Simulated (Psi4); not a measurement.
C₂H₅S, charge -1, singlet, at a GFN2-xTB geometry (a gas-phase anion, which may not be bound at this level); CCSD(T)/cc-pVDZ (Psi4).

The Psi4 input:
```
memory 2 GB

molecule mol {
-1 1
  C     1.478516    0.680608   -0.016308
  C    -0.042451    0.783498    0.002695
  S    -0.840178   -0.838090    0.008016
  H    -0.360887    1.341652    0.896628
  H    -0.382751    1.346578   -0.880024
  H     1.949448    1.670861   -0.019357
  H     1.821177    0.130413    0.859526
  H     1.799483    0.135301   -0.903345
}

set basis cc-pvdz
set reference rhf
set freeze_core true

energy('ccsd(t)')
print_variables()
```

The log (banner, timings and long lists left out):

```
   => Loading Basis Set <=

    Name: CC-PVDZ
    Role: ORBITAL
    Keyword: BASIS

         ---------------------------------------------------------
                                   SCF
               by Justin Turney, Rob Parrish, Andy Simmonett
                          and Daniel G. A. Smith
                              RHF Reference
         ---------------------------------------------------------

  ==> Geometry <==

    Molecular point group: c1
    Full point group: C1

    Geometry (in Angstrom), charge = -1, multiplicity = 1:

       Center              X                  Y                   Z               Mass
    ------------   -----------------  -----------------  -----------------  -----------------
         C            1.556619918921     0.755433723090    -0.017061889415    12.000000000000
         C            0.035652918921     0.858323723090     0.001941110585    12.000000000000
         S           -0.762074081079    -0.763264276910     0.007262110585    31.972071174400
         H           -0.282783081079     1.416477723090     0.895874110585     1.007825032230
         H           -0.304647081079     1.421403723090    -0.880777889415     1.007825032230
         H            2.027551918921     1.745686723090    -0.020110889415     1.007825032230
         H            1.899280918921     0.205238723090     0.858772110585     1.007825032230
         H            1.877586918921     0.210126723090    -0.904098889415     1.007825032230

  Running in c1 symmetry.

  Rotational constants: A =      1.06247  B =      0.18494  C =      0.16740 [cm^-1]
  Rotational constants: A =  31852.03419  B =   5544.40711  C =   5018.49167 [MHz]
  Nuclear repulsion =   98.191313559824593

  Charge       = -1
  Multiplicity = 1
  Electrons    = 34
  Nalpha       = 17
  Nbeta        = 17

  ==> Algorithm <==

  SCF Algorithm Type is PK.
  DIIS enabled.
  MOM disabled.
  Fractional occupation disabled.
  Guess Type is SAD.
  Energy threshold   = 1.00e-08
  Density threshold  = 1.00e-08
  Integral threshold = 1.00e-12

  ==> Primary Basis <==

  Basis Set: CC-PVDZ
    Blend: CC-PVDZ
    Number of shells: 35
    Number of basis functions: 71
    Number of Cartesian functions: 74
    Spherical Harmonics?: true
    Max angular momentum: 2

  ==> Integral Setup <==

  Using in-core PK algorithm.
   Calculation information:
      Number of atoms:                   8
      Number of AO shells:              35
      Number of primitives:            119
[...]
  @RHF Final Energy:  -476.17074206423615
    Total Energy =                       -476.1707420642361512
[...]
              7  21        -0.0062288426

    Largest TIjAb Amplitudes:
      7   7   5   5        -0.0487038346
      9   9  13  13        -0.0347779057
      8   8  14  14        -0.0312703787
      5   5   6   6        -0.0278220758
      9   9  22  22        -0.0272264885
      8   8  23  23        -0.0264158339
      8   8  22  22        -0.0244393909
      4   4  17  17        -0.0240571789
      4   4   3   3        -0.0240471698
      8   8   5   5        -0.0240203646

    SCF energy       (wfn)                    = -476.170742064236151
    Reference energy (file100)                = -476.170742064235469

    Opposite-spin MP2 correlation energy      =   -0.326726806879096
    Same-spin MP2 correlation energy          =   -0.101315124594751
    Singles MP2 correlation energy            =   -0.000000000000000
    MP2 correlation energy                    =   -0.428041931473846
      * MP2 total energy                      = -476.598783995709312

    Opposite-spin CCSD correlation energy     =   -0.375139054262529
    Same-spin CCSD correlation energy         =   -0.094759198921338
    Singles CCSD correlation energy           =    0.000000000000000
    CCSD correlation energy                   =   -0.469898253183867
      * CCSD total energy                     = -476.640640317419354

            **************************
            *                        *
            *        CCTRIPLES       *
            *                        *
            **************************

    Wave function   =    CCSD_T
    Reference wfn   =      RHF

    Nuclear Rep. energy (wfn)                =   98.191313559824593
    SCF energy          (wfn)                = -476.170742064236151
    Reference energy    (file100)            = -476.170742064235469
    CCSD energy         (file100)            =   -0.469898253183867
    Total CCSD energy   (file100)            = -476.640640317419354

    Number of ijk index combinations:              220
    Approx. words needed per explicit thread:          629856
    Number of threads for explicit ijk threading:    1

    MKL num_threads set to 1 for explicit threading.

    (T) energy                                =   -0.013048939289574
      * CCSD(T) total energy                  = -476.653689256708901

  Variable Map:
  ----------------------------------------------------------------------------
[...]
  Array Variable Map:
  ----------------------------------------------------------------------------
[...]
[...]
```
